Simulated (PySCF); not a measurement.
Stepwise substitution at one centre (Sn F-H). Gas-phase values, no solvent. Strings in code marks are SMILES.

The four lowest singlet excitations (Tamm–Dancoff). Calculation: PBE-D3(BJ)/def2-TZVP // PBE0-D3(BJ)/def2-TZVP (PySCF 2.14.0). Excitations are Tamm–Dancoff values on a coarser integration grid. The basis has no diffuse functions, so Rydberg states are missing or too high.

```json
[
 {"state": "S1", "energy (eV)": "6.41", "wavelength (nm)": "194", "oscillator strength": "0.002"},
 {"state": "S2", "energy (eV)": "6.41", "wavelength (nm)": "194", "oscillator strength": "0.002"},
 {"state": "S3", "energy (eV)": "7.41", "wavelength (nm)": "167", "oscillator strength": "0.045"},
 {"state": "S4", "energy (eV)": "7.41", "wavelength (nm)": "167", "oscillator strength": "0.045"}
]
```

Problem. Say which member gives these states.
(A) `[F][SnH2][F]`
(B) `[F][SnH]([F])[F]`
(C) `[F][SnH3]`

Solution. C, `[F][SnH3]`
